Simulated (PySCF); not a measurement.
Species: C₄H₆BCl₃O₂.
SMILES: `ClC(Cl)(Cl)C1COBOC1`

The closed-shell ground state was solved at several levels (PySCF, density fitting, gas phase, non-relativistic). The structure is a single PBE0-D3(BJ)/def2-SVP conformer in the gas phase; no vibrational or solvent corrections.

```json
{"level": "CAM-B3LYP/def2-SVPD", "basis functions": "275", "total energy (Eh)": "-1711.2618", "HOMO (eV)": "-10.11", "LUMO (eV)": "-0.09", "gap (eV)": "10.02", "dipole (D)": "1.15"}
{"level": "wB97X-D/pcSseg-1", "basis functions": "221", "total energy (Eh)": "-1711.7966", "HOMO (eV)": "-10.61", "LUMO (eV)": "0.65", "gap (eV)": "11.26", "dipole (D)": "1.06"}
```

Task: Estimate the row for PBE0/pcSseg-1, a basis of 221 functions; the other rows only guide the guess.

Result: Total energy -1711.0847 Eh, HOMO -8.68 eV, LUMO -1.14 eV, gap 7.54 eV, dipole 1.09 D.

Task: Over all these levels, which gives the widest orbital gap and which the narrowest?

Result: wB97X-D/pcSseg-1 (range-separated hybrid) has the widest, 11.26 eV, and PBE0/pcSseg-1 (global hybrid, 25 % exact exchange) the narrowest, 7.54 eV. The two share the basis. From the narrowest to the widest the HOMO moves by -1.93 eV and the LUMO by +1.79 eV.

Task: How far do the dipole and the HOMO energy spread over the levels?

Result: The dipole runs from 1.06 to 1.15 D (mean 1.10 D) and the HOMO from -10.61 to -8.68 eV.

The pairwise dispersion term of wB97X-D wasn't added to the energies; at a given geometry it leaves orbitals and properties as they are.
